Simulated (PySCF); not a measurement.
# IF4: fields on a plane

These are results of PySCF, UPBE0, basis I def2-SVP with ECP28, F def2-SVP (scalar-relativistic core potentials, no spin–orbit coupling, density fitting), not measurements.

The doublet minimum has I–F 1.953 Å (×4); F–I–F 88.9° (×4), F–I–F 163.7° (×2).

The plane holds I1 at (0.00, 0.00), F2 at (1.95, 0.00), F3 at (-1.87, 0.55) Å. Columns run from x = -3.75 to 4.35 Å, rows from y = 2.85 (top) to -1.95 Å, in steps of 0.3 Å. Other isomers or separated fragments may lie lower. Core electrons replaced by a potential are absent, the electrostatic potential uses the reduced nuclear charge, and values within about 0.7 Å of such atoms have no physical meaning.

Question: Give the spin density (e/Å³) (cut at ±0.5 e/Å³). Every second row and column.

Answer: 
```
 0.00  0.00  0.00  0.00  0.00  0.00  0.00  0.00  0.00  0.00  0.00  0.00  0.00  0.00
 0.00  0.00  0.00  0.00  0.00  0.00  0.00  0.00  0.00  0.00  0.00  0.00  0.00  0.00
 0.00  0.00  0.00  0.00  0.00  0.01  0.03  0.03  0.01  0.00  0.00  0.00  0.00  0.00
 0.00  0.00  0.00  0.03  0.03  0.04  0.25  0.21  0.03  0.00  0.00  0.00  0.00  0.00
 0.00  0.00  0.06  0.50  0.10  0.03  0.01  0.11  0.01  0.16  0.01  0.00  0.00  0.00
 0.00  0.00  0.01  0.01  0.00 -0.01  0.03  0.00 -0.01  0.07  0.45  0.01  0.00  0.00
 0.00  0.00  0.00  0.00  0.00  0.03  0.06  0.03  0.01  0.00  0.02  0.00  0.00  0.00
 0.00  0.00  0.00  0.00  0.00  0.01  0.02  0.02  0.00  0.00  0.00  0.00  0.00  0.00
 0.00  0.00  0.00  0.00  0.00  0.00  0.00  0.00  0.00  0.00  0.00  0.00  0.00  0.00
```

Question: Give the electrostatic potential (V) (cut at 20 V). Lower edges of the bins (V): '_' -0.78, '.' -0.65, ':' -0.46, '-' -0.15, '=' 0.34, '+' 1.11, '*' 2.34, '#' 4.28, '%' 7.37, '@' 12.25; top 20.0, each point printed twice.

Answer: 
```
::::::::::--------====================------------------
::::::::::::------========++==========------------------
::::::::::::::--====++++++++++++++======----------------
::::........::--==++++++******++++++====------::::::::::
::....____..::--==++******##******++==----::::::::::::::
::..____::==********####%%%%####**++==--::....::::::::::
....__::++%%@@@@%%##%%@@@@@@@@%%##**++==::..__....::::::
....__--##@@@@@@@@@@@@@@@@@@@@@@%%######**--____....::::
::....--%%@@@@@@@@@@@@@@@@@@@@@@@@%%@@@@@@##--____..::::
::....--**@@@@@@@@@@@@@@@@@@@@@@@@@@@@@@@@@@==..__..::::
::::....==**%%%%%%@@@@@@@@@@@@@@@@@@@@@@@@@@==..__..::::
::::::::::==++**##@@@@@@@@@@@@@@@@%%@@@@@@##--......::::
----------==++**##%%@@@@@@@@@@@@%%######**==......::::::
----------==++++**##%%@@@@@@@@%%##**++==--::....::::::::
--------====++++****############****++==--::::::::::::::
------======++++++****************++====----------------
------========++++++++********++++++====----------------
```

No spin–orbit coupling is included, which matters more the heavier the element.
